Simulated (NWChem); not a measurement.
The numbers come from NWChem runs, not from measurements. System: ClTl, charge 0, spin multiplicity 1, at a geometry optimised with PBE0/def2-SVP with def2 effective core potentials on Tl. The structure started from a generated list of species. Level: B3LYP/def2-SVP with def2 effective core potentials on Tl, VWN1-RPA local correlation, spin-restricted.

Input file:

```
start mol
memory heap 200 mb stack 900 mb global 1100 mb
geometry units angstroms nocenter noautoz noautosym
  Tl     0.000000     0.000000    -0.437060
  Cl     0.000000     0.000000     2.082462
end
basis spherical
  * library def2-svp
end
ecp
  Tl library def2-ecp
end
dft
  xc b3lyp
  semidirect memsize 60000000 filesize 0
  iterations 100
end
task dft energy
```

NWChem printed:

```
             Northwest Computational Chemistry Package (NWChem) 7.3.0
             --------------------------------------------------------

                                NWChem Input Module
                                -------------------

 Scaling coordinates for geometry "geometry" by  1.889725989
 (inverse scale =  0.529177249)

                             Geometry "geometry" -> ""
                             -------------------------

 Output coordinates in angstroms (scale by  1.889725989 to convert to a.u.)

  No.       Tag          Charge          X              Y              Z
 ---- ---------------- ---------- -------------- -------------- --------------
    1 Tl                  81.0000     0.00000000     0.00000000    -0.43706000
    2 Cl                  17.0000     0.00000000     0.00000000     2.08246200

 Effective nuclear repulsion energy (a.u.)     289.2124267510

            Nuclear Dipole moment (a.u.)
            ----------------------------
        X                 Y               Z
 ---------------- ---------------- ----------------
     0.0000000000     0.0000000000    -0.0000113384


 Summary of "ao basis" -> "" (spherical)
 ------------------------------------------------------------------------------
       Tag                 Description            Shells   Functions and Types
 ---------------- ------------------------------  ------  ---------------------
 *                          def2-svp                  on all atoms

                                 NWChem DFT Module
                                 -----------------

 Summary of "ao basis" -> "ao basis" (spherical)
 ------------------------------------------------------------------------------
       Tag                 Description            Shells   Functions and Types
 ---------------- ------------------------------  ------  ---------------------
 Tl                         def2-svp                10       26   4s4p2d
 Cl                         def2-svp                 8       18   4s3p1d

 Summary of "ao basis" -> "ao basis" (spherical)
 ------------------------------------------------------------------------------
       Tag                 Description            Shells   Functions and Types
 ---------------- ------------------------------  ------  ---------------------
 Tl                         def2-svp                10       26   4s4p2d
 Cl                         def2-svp                 8       18   4s3p1d

            General Information
            -------------------
          SCF calculation type: DFT
          Wavefunction type:  closed shell.
          No. of atoms     :     2
          No. of electrons :    38
           Alpha electrons :    19
            Beta electrons :    19
          Charge           :     0
          Spin multiplicity:     1
          Use of symmetry is: off; symmetry adaption is: off
          Maximum number of iterations: 100
          AO basis - number of functions:    44
                     number of shells:    18
          Convergence on energy requested:  1.00D-06
          Convergence on density requested:  1.00D-05
          Convergence on gradient requested:  5.00D-04

              XC Information
              --------------
                         B3LYP Method XC Potential
                     Hartree-Fock (Exact) Exchange  0.200
                        Slater Exchange Functional  0.800 local
                    Becke 1988 Exchange Functional  0.720 non-local
              Lee-Yang-Parr Correlation Functional  0.810
                  VWN I RPA Correlation Functional  0.190 local

             Grid Information
             ----------------
          Grid used for XC integration:  medium
          Radial quadrature: Mura-Knowles
          Angular quadrature: Lebedev.
          Tag              B.-S. Rad. Rad. Pts. Rad. Cut. Ang. Pts.
          ---              ---------- --------- --------- ---------
          Tl                  1.90      123           8.0       590
          Cl                  1.00       88          10.0       590
          Grid pruning is: on
          Number of quadrature shells:   211
          Spatial weights used:  Erf1

          Convergence Information
          -----------------------
          Convergence aids based upon iterative change in
          total energy or number of iterations.
          Levelshifting, if invoked, occurs when the
          HOMO/LUMO gap drops below (HL_TOL):  1.00D-02
          DIIS, if invoked, will attempt to extrapolate
          using up to (NFOCK): 10 stored Fock matrices.

                    Damping( 0%)  Levelshifting(0.5)       DIIS
                  --------------- ------------------- ---------------
          dE  on:    start            ASAP                start
          dE off:    2 iters        100 iters           100 iters

      Screening Tolerance Information
      -------------------------------
          Density screening/tol_rho:  1.00D-10
          AO Gaussian exp screening on grid/accAOfunc:  14
          CD Gaussian exp screening on grid/accCDfunc:  20
          XC Gaussian exp screening on grid/accXCfunc:  20
          Schwarz screening/accCoul:  1.00D-08

      Superposition of Atomic Density Guess
      -------------------------------------

 Sum of atomic energies:        -654.56054890

      Non-variational initial energy
      ------------------------------

 Total energy =    -630.763398
 1-e energy   =   -1086.065162
 2-e energy   =     380.320764
 HOMO         =      -0.325503
 LUMO         =       0.006793

------------------------------------------------------------
EAF file 0: "./mol.aoints.0" size=524288 bytes
------------------------------------------------------------
               write      read    awrite     aread      wait
               -----      ----    ------     -----      ----
     calls:        1         0         0         0         0
   data(b): 5.24e+05  0.00e+00  0.00e+00  0.00e+00
   time(s): 0.00e+00  0.00e+00  0.00e+00  0.00e+00  0.00e+00
rate(mb/s): 0.00e+00  0.00e+00
------------------------------------------------------------

   convergence    iter        energy       DeltaE   RMS-Dens  Diis-err    time
 ---------------- ----- ----------------- --------- --------- ---------  ------
 d= 0,ls=0.0,diis     1   -632.6740930766 -7.08D+02  3.75D-02  2.62D-01     0.9
 d= 0,ls=0.0,diis     2   -632.4894539440  1.85D-01  2.31D-02  1.28D+00     1.1
 d= 0,ls=0.0,diis     3   -632.7238334156 -2.34D-01  1.91D-03  4.64D-03     1.2
 d= 0,ls=0.0,diis     4   -632.7246240770 -7.91D-04  2.94D-04  3.38D-04     1.4
 d= 0,ls=0.0,diis     5   -632.7246679369 -4.39D-05  8.05D-05  1.47D-05     1.5
  Resetting Diis
 d= 0,ls=0.0,diis     6   -632.7246702207 -2.28D-06  2.81D-05  7.75D-07     1.7
 d= 0,ls=0.0,diis     7   -632.7246703802 -1.59D-07  6.98D-06  1.71D-08     1.9

         Total DFT energy =     -632.724670380230
      One electron energy =    -1087.692940154446
           Coulomb energy =      423.313502470152
    Exchange-Corr. energy =      -43.326232223978
 Nuclear repulsion energy =       74.980999528042

 Numeric. integr. density =       38.000000030016

     Total iterative time =      1.5s

                       DFT Final Molecular Orbital Analysis
                       ------------------------------------

 Vector   17  Occ=2.000000D+00  E=-2.674045D-01
              MO Center=  7.2D-11,  1.1D-09,  1.9D+00, r^2= 1.5D+00
   Bfn.  Coefficient  Atom+Function         Bfn.  Coefficient  Atom+Function
  ----- ------------  ---------------      ----- ------------  ---------------
    38      0.510242  2 Cl py                37      0.373951  2 Cl px
    35      0.365824  2 Cl py                34      0.268109  2 Cl px
    32      0.215439  2 Cl py                31      0.157893  2 Cl px
    15      0.082753  1 Tl py                12      0.080230  1 Tl py
    18     -0.068087  1 Tl d -1              14      0.060649  1 Tl px

 Vector   18  Occ=2.000000D+00  E=-2.674045D-01
              MO Center=  5.3D-09, -3.8D-09,  1.9D+00, r^2= 1.5D+00
   Bfn.  Coefficient  Atom+Function         Bfn.  Coefficient  Atom+Function
  ----- ------------  ---------------      ----- ------------  ---------------
    37      0.510242  2 Cl px                38     -0.373951  2 Cl py
    34      0.365824  2 Cl px                35     -0.268109  2 Cl py
    31      0.215439  2 Cl px                32     -0.157893  2 Cl py
    14      0.082753  1 Tl px                11      0.080230  1 Tl px
    20      0.068087  1 Tl d  1              15     -0.060649  1 Tl py

 Vector   19  Occ=2.000000D+00  E=-2.596843D-01
              MO Center=  3.5D-10,  7.7D-09,  9.7D-01, r^2= 3.9D+00
   Bfn.  Coefficient  Atom+Function         Bfn.  Coefficient  Atom+Function
  ----- ------------  ---------------      ----- ------------  ---------------
    39      0.541265  2 Cl pz                36      0.392835  2 Cl pz
     3      0.358094  1 Tl s                 13     -0.269920  1 Tl pz
     1     -0.239752  1 Tl s                  4      0.240116  1 Tl s
    33      0.230725  2 Cl pz                19      0.145243  1 Tl d  0
     7      0.089611  1 Tl pz                10      0.089586  1 Tl pz

 Vector   20  Occ=0.000000D+00  E=-7.050809D-02
              MO Center= -8.7D-09,  6.4D-09, -3.9D-01, r^2= 4.7D+00
   Bfn.  Coefficient  Atom+Function         Bfn.  Coefficient  Atom+Function
  ----- ------------  ---------------      ----- ------------  ---------------
    14      0.488996  1 Tl px                11      0.443495  1 Tl px
    15     -0.346863  1 Tl py                12     -0.314587  1 Tl py
    37     -0.187252  2 Cl px                 8     -0.134608  1 Tl px
     5     -0.132900  1 Tl px                38      0.132824  2 Cl py
    34     -0.105250  2 Cl px                 9      0.095482  1 Tl py

 Vector   21  Occ=0.000000D+00  E=-7.050809D-02
              MO Center= -4.8D-10,  1.8D-09, -3.9D-01, r^2= 4.7D+00
   Bfn.  Coefficient  Atom+Function         Bfn.  Coefficient  Atom+Function
  ----- ------------  ---------------      ----- ------------  ---------------
    15      0.488996  1 Tl py                12      0.443495  1 Tl py
    14      0.346863  1 Tl px                11      0.314587  1 Tl px
    38     -0.187252  2 Cl py                 9     -0.134608  1 Tl py
     6     -0.132900  1 Tl py                37     -0.132824  2 Cl px
    35     -0.105250  2 Cl py                 8     -0.095482  1 Tl px

 Vector   22  Occ=0.000000D+00  E=-3.184959D-03
              MO Center= -4.9D-09,  1.8D-09, -6.1D-01, r^2= 6.2D+00
   Bfn.  Coefficient  Atom+Function         Bfn.  Coefficient  Atom+Function
  ----- ------------  ---------------      ----- ------------  ---------------
    16      0.899670  1 Tl pz                30     -0.419309  2 Cl s
    39      0.365752  2 Cl pz                 3      0.353594  1 Tl s
    13      0.343454  1 Tl pz                36      0.179741  2 Cl pz
     1     -0.156713  1 Tl s                 29     -0.139722  2 Cl s
    19      0.134507  1 Tl d  0              10     -0.117669  1 Tl pz

 center of mass
 --------------
 x =   0.00000000 y =   0.00000000 z =  -0.13203525

 moments of inertia (a.u.)
 ------------------
         677.183627005485           0.000000000000           0.000000000000
           0.000000000000         677.183627005485           0.000000000000
           0.000000000000           0.000000000000           0.000000000000

     Multipole analysis of the density
     ---------------------------------

     L   x y z        total         alpha         beta         nuclear
     -   - - -        -----         -----         ----         -------
     0   0 0 0     -0.000000    -19.000000    -19.000000     38.000000

     1   1 0 0     -0.000000     -0.000000     -0.000000      0.000000
     1   0 1 0     -0.000000     -0.000000     -0.000000      0.000000
     1   0 0 1     -1.548414    -25.551910    -25.551910     49.555407

     2   2 0 0    -26.999101    -13.499551    -13.499551      0.000000
     2   1 1 0      0.000000      0.000000      0.000000      0.000000
     2   1 0 1     -0.000000     -0.000000     -0.000000      0.000000
     2   0 2 0    -26.999101    -13.499551    -13.499551      0.000000
     2   0 1 1     -0.000000     -0.000000     -0.000000      0.000000
     2   0 0 2    -34.171434   -155.883106   -155.883106    277.594777

 Task  times  cpu:        1.9s     wall:        1.9s

 Total times  cpu:        1.9s     wall:        1.9s
```
